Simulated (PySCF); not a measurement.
**Correlation energy of Zr (zirconium, neutral)**

[Kr] 4d4, high-spin 5D determinant (an excited configuration). Computed with PySCF 2.14 in x2c-TZVPPall with one added diffuse shell each of s, p, d, f type (9s7p7d3f1g, 95 functions), with scalar relativity by spin-free X2C-1e. Frozen: [Kr]; 4 electrons correlated.

```
  level  correlation energy (mhartree)
   CCSD                         -47.21
    (T)                          -1.91
CCSD(T)                         -49.12
```

Diagnostics: T1 = 0.016, D1 = 0.0232, largest double amplitude 0.039.

Task: Is a single reference adequate?

Result: Yes, within this model without spin-orbit coupling: T1 lies below 0.03 and no double amplitude reaches 0.07.
